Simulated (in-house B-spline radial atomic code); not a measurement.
Spin-orbit splittings of orbital energies (j = l + 1/2 less j = l - 1/2) and ratios of mean radii (lower j over upper j) along the 47-electron series, configuration [Kr] 4d10 4f1. Computed with a radial B-spline atomic code at the basis-set limit: Dirac-Hartree-Fock, average of the configuration, finite nuclei.

```tsv
ion	Z	splitting of 3p (eV)	radius ratio of 3p	splitting of 4f (eV)	radius ratio of 4f	splitting of 3d (eV)	radius ratio of 3d
Sm15+	62	125.14	0.95156	0.83372	0.99496	26.773	0.98326
Eu16+	63	135.36	0.94998	0.98522	0.99483	29.008	0.98272
Gd17+	64	146.24	0.94837	1.1513	0.99469	31.381	0.98217
Tb18+	65	157.81	0.94672	1.3327	0.99455	33.9	0.98162
Dy19+	66	170.11	0.94504	1.5305	0.9944	36.571	0.98105
Ho20+	67	183.17	0.94332	1.7455	0.99424	39.399	0.98047
Er21+	68	197.03	0.94157	1.9786	0.99408	42.39	0.97988
Tm22+	69	211.74	0.93978	2.2308	0.99391	45.552	0.97928
Yb23+	70	227.33	0.93795	2.503	0.99373	48.891	0.97867
Lu24+	71	243.84	0.93608	2.7963	0.99355	52.413	0.97805
Hf25+	72	261.33	0.93418	3.1116	0.99336	56.126	0.97743
Ta26+	73	279.83	0.93223	3.45	0.99317	60.036	0.97679
W27+	74	299.39	0.93025	3.8125	0.99297	64.15	0.97614
Re28+	75	320.07	0.92822	4.2001	0.99277	68.477	0.97548
Os29+	76	341.93	0.92615	4.6141	0.99256	73.023	0.97481
Ir30+	77	365	0.92404	5.0554	0.99235	77.795	0.97412
Pt31+	78	389.36	0.92188	5.5252	0.99213	82.803	0.97343
Au32+	79	415.07	0.91968	6.0246	0.99191	88.053	0.97273
Hg33+	80	442.18	0.91743	6.555	0.99169	93.554	0.97202
Tl34+	81	470.77	0.91513	7.1173	0.99145	99.315	0.9713
Pb35+	82	500.91	0.91278	7.7129	0.99122	105.34	0.97056
```

Problem. With what power of Z does the column «splitting of 3d (eV)» change over this range?

Solution. A fit of the logarithm of its size against log Z from Z = 62 to 82 has slope 4.90. An unscreened hydrogenic electron would give 4 at low Z; screening makes the apparent power larger near the neutral end, and relativity raises it again at high Z.
